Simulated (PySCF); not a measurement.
Compound: C5H8ClFO.
SMILES: `F[C@@H]1COC[C@@H](Cl)C1`

The closed-shell SCF was solved with PySCF and density fitting under several settings on one GFN2-xTB geometry (grid level 2 and gas phase unless stated).

| settings | basis functions | SCF cycles | E (Eh) | HOMO (eV) | LUMO (eV) | dipole (D) |
| --- | --- | --- | --- | --- | --- | --- |
| PBE0/pcSseg-1 | 183 | 14 | -829.9927 | -7.78 | 0.60 | 2.34 |
| PBE0/def2-SVPD | 237 | 14 | -829.6689 | -7.87 | 0.21 | 2.36 |

Estimate the rows for these settings: (1) X3LYP/pcseg-1; (2) PBE0/ANO-RCC-VDZP, level shift 0.1 Eh; (3) PBE/MINI, damping 0.3 at the start, DIIS from the seventh cycle.

```
                                                       settings  basis functions  SCF cycles     E (Eh)  HOMO (eV)  LUMO (eV)  dipole (D)
                                                  X3LYP/pcseg-1              156          13  -830.3311      -7.62       0.36        2.35
                          PBE0/ANO-RCC-VDZP, level shift 0.1 Eh              156          10  -829.8040      -7.79       0.07        2.40
PBE/MINI, damping 0.3 at the start, DIIS from the seventh cycle               52          14  -824.9546      -6.76      -1.03        1.79
```

Over all rows, what range does the HOMO–LUMO gap span?

From 5.73 eV (PBE/MINI, damping 0.3 at the start, DIIS from the seventh cycle) to 8.38 eV (PBE0/pcSseg-1). The functional of the narrowest has no exact exchange, that of the widest 25 % exact exchange.

And the dipole moment?

From 1.79 D (PBE/MINI, damping 0.3 at the start, DIIS from the seventh cycle) to 2.40 D (PBE0/ANO-RCC-VDZP, level shift 0.1 Eh); the largest is 1.34 times the smallest, and the median is 2.35 D.

Compare two rows with the functional PBE0: PBE0/pcSseg-1 and PBE0/def2-SVPD. Which energy is lower, and by how much?

PBE0/pcSseg-1 (183 functions) lies 0.3238 Eh or 203 kcal/mol below PBE0/def2-SVPD (237 functions). The smaller set gives the lower energy; the two sets aren't nested, so the variational bound doesn't order them by size.

Whole jobs, the steps after the SCF included, on one thread of an Arm Neoverse V2 (shared host):

```
                                                       settings                                                                                    work after the SCF  wall time  peak memory
                                                  PBE0/pcSseg-1    shieldings, ring-centre shieldings, charges and field gradients, density and orbital grids written       28 s     0.83 GiB
                                                 PBE0/def2-SVPD  6 singlets by full TDDFT, 2 Tamm–Dancoff triplets, polarisability, density and orbital grids written       46 s     0.97 GiB
                                                  X3LYP/pcseg-1                                       shieldings, ring-centre shieldings, charges and field gradients       18 s     0.76 GiB
                          PBE0/ANO-RCC-VDZP, level shift 0.1 Eh                                                                    shieldings, ring-centre shieldings       37 s     0.77 GiB
PBE/MINI, damping 0.3 at the start, DIIS from the seventh cycle                                            3 singlets by TDA, 2 Tamm–Dancoff triplets, polarisability      7.8 s     0.47 GiB
```

Cycle counts include a coarse-grid stage where the run had one. ANO-RCC sets were contracted for a scalar-relativistic Hamiltonian, but ran non-relativistically here.

One conformer stands for the species.
